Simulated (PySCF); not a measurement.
## Circular dichroism: `F[C@@H]1CC(=S)[C@H](Cl)C1`, C5H6ClFS

Cartesian coordinates in Å; atom numbers follow the order of the lines, from 1:
```xyz
14

F    -0.022   -0.547    2.108
C     0.180   -0.922    0.798
C     1.301   -0.077    0.181
C     0.641    0.856   -0.786
S     1.403    1.817   -1.835
C    -0.844    0.746   -0.641
Cl   -1.342    2.044    0.515
C    -1.076   -0.631   -0.033
H     0.418   -1.991    0.837
H     2.052   -0.684   -0.325
H     1.816    0.489    0.962
H    -1.391    0.936   -1.563
H    -1.168   -1.368   -0.831
H    -1.969   -0.666    0.590
```

Computed, not measured: TDDFT B3LYP/def2-SVPD circular dichroism and optical rotation, one conformer, gas phase in PySCF 2.14.0. Geometry: GFN2-xTB.

States above about 6.6 eV (minus the energy of the highest occupied orbital) lie near or above the ionisation threshold and depend on the basis.

**Question.** Assign R or S to each stereocentre.

**Answer.** C2 R, C6 R.

**Question.** Which excitations and rotatory strengths does the calculation give?

**Answer.** Rotatory strengths R in 10⁻⁴⁰ esu² cm², velocity form and length form (origin at the centre of mass); f in length form.
| state | E (eV) | λ (nm) | f | R (velocity) | R (length) | main |
| --- | --- | --- | --- | --- | --- | --- |
| 1 | 2.24 | 553 | 0.0001 | -4.9 | -5.2 | HOMO→LUMO 1.00 |
| 2 | 4.49 | 276 | 0.014 | +0.9 | +1.1 | HOMO−2→LUMO 0.46, HOMO−1→LUMO 0.46 |
| 3 | 4.67 | 266 | 0.033 | -4.1 | -4.3 | HOMO−2→LUMO 0.47, HOMO−3→LUMO 0.29 |
| 4 | 5.47 | 227 | 0.177 | -23.3 | -23.4 | HOMO−3→LUMO 0.58, HOMO−1→LUMO 0.27 |
| 5 | 5.67 | 219 | 0.030 | +7.5 | +7.4 | HOMO→LUMO+1 0.92 |
| 6 | 5.72 | 217 | 0.013 | +3.4 | +3.5 | HOMO−4→LUMO 0.87 |
| 7 | 5.97 | 208 | 0.0007 | +3.5 | +3.7 | HOMO−5→LUMO 0.69, HOMO→LUMO+2 0.19 |
| 8 | 6.01 | 206 | 0.003 | +7.9 | +7.5 | HOMO→LUMO+2 0.74, HOMO−5→LUMO 0.19 |
| 9 | 6.50 | 191 | 0.051 | +6.7 | +7.1 | HOMO→LUMO+3 0.89 |
| 10 | 6.57 | 189 | 0.003 | -15.1 | -16.2 | HOMO−6→LUMO 0.93 |
| 11 | 6.77 | 183 | 0.007 | +3.4 | +3.6 | HOMO→LUMO+4 0.72, HOMO→LUMO+5 0.26 |
| 12 | 6.81 | 182 | 0.002 | -4.9 | -5.4 | HOMO→LUMO+5 0.64, HOMO→LUMO+4 0.22 |

Among the states computed, the strongest CD band (largest |R|) is state 4. The largest dissymmetry factor in size, g = 4R/(D+G), with D and G the electric and magnetic dipole strengths, is -0.13 for state 1 (velocity form, f = 0.0001), among bands with |R| over 0.5. The mirror image has the same energies and oscillator strengths and all R with the opposite sign.
